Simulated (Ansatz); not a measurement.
A nudged elastic band was laid between two geometries of C3H8SSi (13 atoms, charge 0, multiplicity 1).

All numbers below come from Ansatz, RKS CAM-B3LYP-D4/6-31G*.

```json
{"movable images": "7", "climbing image": "yes", "spring": "5.0 eV/Å²", "optimiser": "quadratic models (default)", "start path": "IDPP", "force threshold": "0.03 eV/Å", "iteration limit": "52", "end points": "relaxed"}
```

Image 0:

```xyz
13
Properties=species:S:1:pos:R:3
C -2.545 -0.050 1.252
S -1.177 -1.228 1.063
C -0.043 -0.252 0.137
C 1.137 -0.687 -0.317
Si 2.288 0.413 -1.268
H -3.308 -0.546 1.855
H -2.979 0.214 0.285
H -2.219 0.852 1.774
H -0.372 0.771 -0.042
H 1.421 -1.720 -0.115
H 3.593 0.576 -0.576
H 2.572 -0.126 -2.624
H 1.652 1.749 -1.408
```

Image 8:

```xyz
13
Properties=species:S:1:pos:R:3
C -2.754 -0.143 0.661
S -1.454 -1.350 0.284
C -0.092 -0.273 -0.003
C 1.151 -0.681 -0.279
Si 2.531 0.520 -0.586
H -2.518 0.428 1.561
H -3.670 -0.710 0.838
H -2.920 0.534 -0.179
H -0.338 0.786 0.057
H 1.345 -1.753 -0.324
H 3.641 0.347 0.387
H 3.108 0.361 -1.947
H 1.990 1.898 -0.454
```

(1) Which bonds break or form, and what moves?

(2) Give the energies along the band, and the barrier.

(3) What is the geometry of the highest image?

(4) What are the harmonic wavenumbers there?

Answers

(1) No bond is made or broken. The dihedral H8–C1–S2–C3 goes from -60 to 60°. The two ends are copies of one structure, up to a mirror image or an exchange of like atoms.

(2) It converged. The highest image is number 4 of 0 to 8, 0.052 eV above the ends, which have the same energy within 2 meV. A vibrational analysis at the climbing image gives one clearly imaginary mode, 150i cm⁻¹: a first-order saddle point.

```csv
image,path coordinate (Å),energy (eV),dihedral H8–C1–S2–C3 (°)
0,0.00,0.000,-60
1,0.47,0.001,-53
2,0.94,0.015,-38
3,1.42,0.038,-20
4,1.89,0.052,0
5,2.37,0.038,20
6,2.84,0.014,38
7,3.32,0.001,54
8,3.80,0.000,60
```

(3) 
```xyz
13
Properties=species:S:1:pos:R:3:forces:R:3
C -2.743 -0.127 0.821 0.00 0.00 0.00
S -1.408 -1.319 0.488 0.00 0.00 0.00
C -0.075 -0.261 0.038 0.00 0.00 0.00
C 1.143 -0.691 -0.303 0.00 0.00 0.00
Si 2.501 0.485 -0.765 0.00 0.00 0.00
H -3.078 -0.222 1.855 0.00 0.00 0.00
H -3.583 -0.311 0.150 0.00 0.00 0.00
H -2.384 0.892 0.661 0.00 0.00 0.00
H -0.315 0.800 0.056 0.00 0.00 0.00
H 1.334 -1.764 -0.305 0.00 0.00 0.00
H 3.671 0.365 0.144 0.00 0.00 0.00
H 2.990 0.249 -2.148 0.00 0.00 0.00
H 1.969 1.871 -0.677 0.00 0.00 0.00
```

(4) 150i, 40, 132, 136, 181, 295, 354, 636, 639, 742, 808, 809, 843, 952, 960, 987, 1004, 1011, 1013, 1236, 1345, 1416, 1502, 1531, 1669, 2266, 2267, 2273, 3104, 3172, 3191, 3193, 3194 cm⁻¹.

Run time: 6.7 min on 2 threads of Arm Neoverse N1, on a shared host, peak memory 0.28 GiB.
